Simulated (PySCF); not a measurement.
Molfile (atoms numbered from 1):
```
C3H14NOPSi2
     RDKit          3D

 22 21  0  0  0  0  0  0  0  0999 V2000
   -1.7303   -1.5785    1.4369 C   0  0  0  0  0  0  0  0  0  0  0  0
   -1.3606   -0.6600    0.2806 C   0  0  0  0  0  0  0  0  0  0  0  0
   -0.0508    0.5039    0.7659 P   0  0  1  0  0  5  0  0  0  0  0  0
    0.3012    1.5206   -0.6868 C   0  0  0  0  0  0  0  0  0  0  0  0
   -0.3691    1.2855    2.0074 O   0  0  0  0  0  0  0  0  0  0  0  0
    1.3377   -0.4116    1.0864 N   0  0  0  0  0  0  0  0  0  0  0  0
    1.9004   -0.1731    2.7597 Si  0  0  0  0  0  4  0  0  0  0  0  0
    2.1417   -1.5438    0.0141 Si  0  0  0  0  0  4  0  0  0  0  0  0
   -2.0067   -0.9841    2.3197 H   0  0  0  0  0  0  0  0  0  0  0  0
   -2.5767   -2.2288    1.1728 H   0  0  0  0  0  0  0  0  0  0  0  0
   -0.8828   -2.2216    1.7192 H   0  0  0  0  0  0  0  0  0  0  0  0
   -2.2209   -0.0400   -0.0233 H   0  0  0  0  0  0  0  0  0  0  0  0
   -1.0378   -1.2228   -0.6115 H   0  0  0  0  0  0  0  0  0  0  0  0
    0.6168    0.9146   -1.5482 H   0  0  0  0  0  0  0  0  0  0  0  0
   -0.5989    2.0939   -0.9518 H   0  0  0  0  0  0  0  0  0  0  0  0
    1.1007    2.2247   -0.4155 H   0  0  0  0  0  0  0  0  0  0  0  0
    2.3665    1.2130    3.0277 H   0  0  0  0  0  0  0  0  0  0  0  0
    3.0911   -1.0851    2.8204 H   0  0  0  0  0  0  0  0  0  0  0  0
    0.9179   -0.6356    3.7757 H   0  0  0  0  0  0  0  0  0  0  0  0
    3.5775   -1.1845   -0.1762 H   0  0  0  0  0  0  0  0  0  0  0  0
    2.0582   -2.9432    0.5294 H   0  0  0  0  0  0  0  0  0  0  0  0
    1.4466   -1.4808   -1.3082 H   0  0  0  0  0  0  0  0  0  0  0  0
  1  2  1  0
  2  3  1  0
  3  4  1  0
  3  5  2  0
  3  6  1  1
  6  7  1  0
  6  8  1  0
  1  9  1  0
  1 10  1  0
  1 11  1  0
  2 12  1  0
  2 13  1  0
  4 14  1  0
  4 15  1  0
  4 16  1  0
  7 17  1  0
  7 18  1  0
  7 19  1  0
  8 20  1  0
  8 21  1  0
  8 22  1  0
M  END
```

Geometry: PBE0-D3(BJ)/def2-SVP; GIAO shifts from PySCF 2.14, gas phase, non-relativistic, averaged over equivalent atoms.

At B3LYP/pcSseg-1 (227 basis functions, 49 s wall time on 1 thread of an Arm Neoverse V2, shared host):
```
                  atoms  δ (ppm)
                     C2     28.6
                     C4     18.3
                     C1      6.3
                     P3     30.5
                     O5    142.6
                     N6     36.2
                Si7/Si8    -59.6
H17/H18/H19/H20/H21/H22     4.48
                    H13     1.44
                    H12     1.37
            H14/H15/H16     1.33
             H9/H10/H11     1.23
```

Chemical shifts δ = σref − σ; TMS for ¹³C (σref 179.24) and ²⁹Si (σref 337.86) and ¹H (σref 31.38); ³¹P (σref 297.42) vs H3PO4; ¹⁷O (σref 334.04) against H2O; ¹⁵N (σref 263.54) against NH3, all at this level.

Task: Estimate the result of repeating the calculation with PBE0/pcSseg-1.

Result: 
| atoms | δ at PBE0/pcSseg-1 | change |
| --- | --- | --- |
| C2 | 27.6 | -1.0 |
| C4 | 18.0 | -0.3 |
| C1 | 5.8 | -0.5 |
| P3 | 27.1 | -3.4 |
| O5 | 140.2 | -2.4 |
| N6 | 32.2 | -4.0 |
| Si7/Si8 | -55.4 | +4.2 |
| H17/H18/H19/H20/H21/H22 | 4.57 | +0.09 |
| H13 | 1.41 | -0.03 |
| H12 | 1.36 | -0.01 |
| H14/H15/H16 | 1.34 | +0.01 |
| H9/H10/H11 | 1.20 | -0.03 |

Scale: TMS for ¹³C (σref 184.41) and ²⁹Si (σref 351.99) and ¹H (σref 31.27); ³¹P (σref 310.13) vs H3PO4; H2O for ¹⁷O (σref 334.56); NH3 for ¹⁵N (σref 265.67) (reference shieldings calculated alike).

The largest change is at Si7/Si8 (silicon bonded to N, 3 H). Cost: 227 basis functions, 54 s wall time on 1 thread of an Arm Neoverse V2, shared host. The order of the carbon signals is the same at both levels.

Experimental scales use liquid or dissolved standards, which lie at an offset from isolated NH3 (liquid NH3: subtract about 20 ppm) and H2O (liquid H2O: subtract about 36 ppm) and H3PO4.
